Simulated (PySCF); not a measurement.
Predicted microwave data (PySCF 2.14.0, PBE0-D3(BJ)/def2-SVP geometry optimisation, gas phase) for one isomer of C2H10BNSi:

| Item | Value |
| --- | --- |
| Rotational constants | A = 5172, B = 2246, C = 1774 MHz |
| Dipole components | \|μa\| = 1.81 D, \|μb\| = 0.00 D, \|μc\| = 0.46 D |
| Inertial defect | -37.75 u·Å² |
| κ | -0.72 |

Question: Which candidate fits, each taken in the one conformer that was computed?
A. `[CH3:1][B:2]([CH3:3])[SiH2:4][NH2:5]` with C1–B2–Si4–N5 -166°, B2–Si4–N5–H 53° and -172°
B. `[CH3:1][SiH:2]([CH3:3])[BH:4][NH2:5]` with C1–Si2–B4–N5 -119°

Answer: B. It is C[SiH](C)BN, an asymmetric top, point group Cs. The candidates at the same level (rigid rotor, commonest isotopes):

```json
{"SMILES": "CB(C)[SiH2]N", "A (MHz)": "5564", "B (MHz)": "2303", "C (MHz)": "1717", "μa (D)": "0.14", "μb (D)": "0.78", "μc (D)": "0.88", "Δ (u·Å²)": "-15.90", "point group": "C1", "rotor": "asymmetric top"}
{"SMILES": "C[SiH](C)BN", "A (MHz)": "5172", "B (MHz)": "2246", "C (MHz)": "1774", "μa (D)": "1.81", "μb (D)": "0.00", "μc (D)": "0.46", "Δ (u·Å²)": "-37.75", "point group": "Cs", "rotor": "asymmetric top"}
```

`CB(C)[SiH2]N` has A 8 % too high. In the right answer the mirror of this Cs structure is the ac plane, so μb vanishes by symmetry. No structure here is proved a minimum.
